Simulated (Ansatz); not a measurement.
C₅H₁₁Ga (SMILES C=[CH][Ga]([CH3])[CH2]C), singlet, at a GFN2-xTB geometry (such geometries of metal compounds can be far from the true shape), with bond 4-2 at 1.4 times its length; CASSCF(4,4)/STO-3G (Ansatz, a first-principles code).

Input for Ansatz:
Ansatz 0.2 input:
```yaml
crystal:
  periodic: [false, false, false]
  atoms:
    - {symbol: Ga, position_ang: [-0.18672489, 0.13216695, 0.41727811]}
    - {symbol: C, position_ang: [-0.39150030, 0.23213313, 2.45524872]}
    - {symbol: H, position_ang: [-0.97014819, -0.61247978, 2.84061419]}
    - {symbol: H, position_ang: [-1.11588869, 1.51548436, 2.87348720]}
    - {symbol: H, position_ang: [0.58359979, 0.23198911, 2.95098184]}
    - {symbol: C, position_ang: [1.41916717, 0.96621679, -0.58029750]}
    - {symbol: C, position_ang: [2.39444979, -0.11043194, -1.07691066]}
    - {symbol: H, position_ang: [1.95057534, 1.65357002, 0.09143777]}
    - {symbol: H, position_ang: [1.08311777, 1.56577251, -1.43582887]}
    - {symbol: H, position_ang: [1.88812064, -0.81523656, -1.73868380]}
    - {symbol: H, position_ang: [2.80351864, -0.67591536, -0.23768573]}
    - {symbol: H, position_ang: [3.22674100, 0.33464263, -1.62496525]}
    - {symbol: C, position_ang: [-1.59939606, -0.85483251, -0.66907053]}
    - {symbol: C, position_ang: [-1.55537820, -0.86846107, -1.99696757]}
    - {symbol: H, position_ang: [-2.41868327, -1.38067244, -0.17616007]}
    - {symbol: H, position_ang: [-2.28823909, -1.37559536, -2.61416973]}
    - {symbol: H, position_ang: [-0.76526457, -0.35980898, -2.53716688]}
basis:
  gaussian:
    orbitals: STO-3G
hamiltonian:
  xc: hf
magnetization: {spin_polarized: false}
correlation: {active_space: {window: {electrons: 4, orbitals: 4}}}
```

Q: Write the output that Ansatz gives for this input, abridged.

A: 
```
Functional definition: HF
681 factors; integrals over basis functions are off by at most 7.6e-5 eV
mean field evaluation 1: about -56983.6381 eV, gradient 1.6e1 eV
mean field evaluation 2: about -56983.8451 eV, gradient 1.6e1 eV
mean field evaluation 4: about -56985.2377 eV, gradient 1.9e0 eV
mean field evaluation 8: about -56985.2503 eV, gradient 5.3e-2 eV
mean field evaluation 16: about -56985.2264 eV, gradient 5.7e-1 eV
mean field evaluation 32: about -56984.7178 eV, gradient 7.3e0 eV
mean field -56985.25031161 eV, -2094.1693229617 hartree, gradient 2.9e-6 eV, S^2 0.000000; 6 other end points of the search recorded, 0 dependent functions left out
reference -56985.25031161 eV, -2094.1693229617 hartree; 36, 36 occupied and 18, 18 virtual orbitals, 681 factors
state -56989.22342509 eV, -2094.3153321889 hartree
2 active orbitals were swapped for others, from the solution at -56988.48051695 eV, -2094.2880308185 hartree to that at -56989.22342509 eV, -2094.3153321889 hartree; typed "places" are swapped only where nearly empty or full, and so, without "given_window_search", are "orbital_numbers", "shells" and a window whose orbitals a file names under [Active]
the orbitals are reached from a further start. From the first start the search ends at -56987.44953878 eV, -2094.2501430694 hartree
Total energy: -56989.22342509 eV, -2094.3153321889 hartree
```
